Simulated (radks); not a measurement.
The numbers below are computed, except where a source is named.
The calcium ion Ca+ inside a hard spherical wall (all orbitals vanish at R), configuration held at [Ar] 4s1 and not refilled when levels cross. Code: a radial shooting solver on a logarithmic mesh with Libxc functionals. Model: scalar-relativistic Kohn-Sham, LDA (Slater exchange, VWN5 correlation), spin-polarised, spherical densities, finite nucleus; open shells are filled with parallel spins first; Fermi nuclear charge, rms radius 3.4776 fm. Eigenvalues in eV for spin up, with the zero of energy where the potential of the charges vanishes at infinity; a dash marks a level that is unbound or too diffuse for the functional's potential to be trusted. A positive occupied level is held by the wall or, in an anion where self-interaction has pushed it up, behind a barrier. The pressure on the wall is -dE/dV.

[
 {"R (bohr)": "free", "E (hartree)": "-678.46821", "kinetic (hartree)": "682.657", "e(2p)": "-341.62", "e(3s)": "-53.807", "e(3p)": "-34.942", "e(4s)": "-9.499", "e(3d, empty)": "-8.731", "e(4p, empty)": "-6.336", "pressure (GPa)": "0"},
 {"R (bohr)": "20", "E (hartree)": "-678.46821", "kinetic (hartree)": "682.657", "e(2p)": "-341.62", "e(3s)": "-53.807", "e(3p)": "-34.942", "e(4s)": "-9.499", "e(3d, empty)": "-8.731", "e(4p, empty)": "-6.336", "pressure (GPa)": "< 0.0001"},
 {"R (bohr)": "15", "E (hartree)": "-678.46821", "kinetic (hartree)": "682.657", "e(2p)": "-341.62", "e(3s)": "-53.807", "e(3p)": "-34.942", "e(4s)": "-9.499", "e(3d, empty)": "-8.731", "e(4p, empty)": "-6.336", "pressure (GPa)": "< 0.0001"},
 {"R (bohr)": "10", "E (hartree)": "-678.46803", "kinetic (hartree)": "682.659", "e(2p)": "-341.61", "e(3s)": "-53.793", "e(3p)": "-34.928", "e(4s)": "-9.487", "e(3d, empty)": "-8.719", "e(4p, empty)": "-6.293", "pressure (GPa)": "0.00585"},
 {"R (bohr)": "8", "E (hartree)": "-678.46566", "kinetic (hartree)": "682.680", "e(2p)": "-341.48", "e(3s)": "-53.678", "e(3p)": "-34.816", "e(4s)": "-9.366", "e(3d, empty)": "-8.618", "e(4p, empty)": "-6.009", "pressure (GPa)": "0.118"},
 {"R (bohr)": "7", "E (hartree)": "-678.45947", "kinetic (hartree)": "682.721", "e(2p)": "-341.27", "e(3s)": "-53.482", "e(3p)": "-34.625", "e(4s)": "-9.104", "e(3d, empty)": "-8.440", "e(4p, empty)": "-5.503", "pressure (GPa)": "0.500"},
 {"R (bohr)": "6", "E (hartree)": "-678.43998", "kinetic (hartree)": "682.823", "e(2p)": "-340.82", "e(3s)": "-53.077", "e(3p)": "-34.232", "e(4s)": "-8.380", "e(3d, empty)": "-8.044", "e(4p, empty)": "-4.286", "pressure (GPa)": "2.11"},
 {"R (bohr)": "3.5", "E (hartree)": "-677.90450", "kinetic (hartree)": "684.826", "e(2p)": "-335.59", "e(3s)": "-49.121", "e(3p)": "-30.326", "e(4s)": "6.856", "e(3d, empty)": "-2.802", "e(4p, empty)": "15.301", "pressure (GPa)": "150"},
 {"R (bohr)": "3", "E (hartree)": "-677.28466", "kinetic (hartree)": "687.108", "e(2p)": "-330.87", "e(3s)": "-45.986", "e(3p)": "-27.010", "e(4s)": "21.240", "e(3d, empty)": "1.671", "e(4p, empty)": "31.609", "pressure (GPa)": "489"},
 {"R (bohr)": "2", "E (hartree)": "-670.82380", "kinetic (hartree)": "708.307", "e(2p)": "-297.24", "e(3s)": "-21.102", "e(3p)": "0.337", "e(4s)": "125.92", "e(3d, empty)": "33.217", "e(4p, empty)": "139.04", "pressure (GPa)": "9740"},
 {"R (bohr)": "1.5", "E (hartree)": "-653.40373", "kinetic (hartree)": "755.428", "e(2p)": "-244.58", "e(3s)": "36.349", "e(3p)": "60.663", "e(4s)": "328.74", "e(3d, empty)": "90.428", "e(4p, empty)": "333.37", "pressure (GPa)": "67800"}
]
